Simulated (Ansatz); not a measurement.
`C[CH2][In]([OH])[F]` + H₂ → `[CH3][In]([OH])[F]` + CH₄ at 500 K and 1 bar (hydrogenolysis of a C–C bond).

Program: Ansatz. Geometries: PBE0-D4/def2-TZVP. ΔE: electronic, gas phase. CCSD(T)/CBS is the MP2 limit (def2-TZVPP, def2-QZVPP) plus CCSD(T) − MP2 in def2-TZVPP, frozen cores. This one scheme is used for every species. def2 core potentials past Kr. For In outer-core shells are correlated without core-valence functions, which leaves a few kJ/mol of doubt a bond. One conformer a species, not always the lowest.

| species | CCSD(T)/CBS energy (Eh) | H − E (kJ/mol) | S (J/(mol·K)) |
| --- | --- | --- | --- |
| `C[CH2][In]([OH])[F]` | -444.54921 | 260.0 | 460.2 |
| H₂ | -1.17544 | 41.0 | 145.5 |
| `[CH3][In]([OH])[F]` | -405.29320 | 175.3 | 420.6 |
| CH₄ | -40.46206 | 135.6 | 206.8 |

H − E and S are ideal-gas, rigid-rotor, harmonic terms from PBE0-D4/def2-TZVP, for one conformer and one mirror image of each species. For small species the MP2-based limit differs from directly extrapolated CCSD(T) by up to some mEh (0.8 for H₂); such offsets cancel only in part. 1 Eh = 2625.50 kJ/mol, R = 8.31446 J/(mol·K).

Problem. By hand: ΔE, ΔH, ΔS and ΔG.

Solution. ΔE = (-405.29320) + (-40.46206) − (-444.54921) − (-1.17544) = -0.03061 Eh = -80.4 kJ/mol. Δ(H − E) = 175.3 + 135.6 − 260.0 − 41.0 = 9.9, so ΔH = -70.5 kJ/mol. ΔS = 420.6 + 206.8 − 460.2 − 145.5 = 21.7 J/(mol·K). ΔG = -70.5 − 500 × (21.7)/1000 = -81.3 kJ/mol.

Problem. By hand: the equilibrium constant, and the temperature at which ΔG would vanish if ΔH and ΔS stayed fixed.

Solution. log₁₀ K = −ΔG/(RT ln 10) = 8.5. ΔH and −TΔS have one sign here, so there is no such temperature.

ΔH outweighs TΔS. A doubt of 5 kJ/mol in ΔE shifts log₁₀ K by 0.5 here. Other conformers and mirror images would add mixing entropy, several J/(mol·K) or more a flexible species. Modes under 60 cm⁻¹, often nearly free rotors, make the harmonic entropy too high. These are equilibria of isolated gas molecules and say nothing of rates. Largest T1 diagnostic: 0.016 (customary marks: 0.02 for closed shells, 0.045 for open ones).
